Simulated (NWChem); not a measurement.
System: TiHCl3; SMILES [Cl][TiH]([Cl])[Cl]

Input file for NWChem:

```
start job
memory heap 200 mb stack 900 mb global 1100 mb
geometry units angstroms noautoz
  Ti     0.000000     0.000000    -0.312953
  Cl     0.623287    -2.012502     0.140354
  Cl     1.431234     1.546034     0.140354
  Cl    -2.054522     0.466469     0.140354
  H      0.000000     0.000000    -1.963639
end
basis spherical
  * library def2-svp
end
dft
  xc b3lyp
  iterations 150
  convergence damp 70 ncydp 30 lshift 0.3 ncysh 40
  mulliken
end
task dft energy
```

Coordinates come from a PBE0/def2-SVP optimisation. B3LYP is NWChem's, with the RPA form of VWN correlation.

Task: Predict the main results of this run. (B3LYP/def2-SVP.) Quantities: energy (Ha); highest occupied level (eV); orbital gap (eV); dipole (D).

Result: 
| Item | Value |
|---|---|
| energy (Ha) | -2230.36 |
| highest occupied level (eV) | -9.17 |
| orbital gap (eV) | 5.57 |
| dipole (D) | 0.31 |
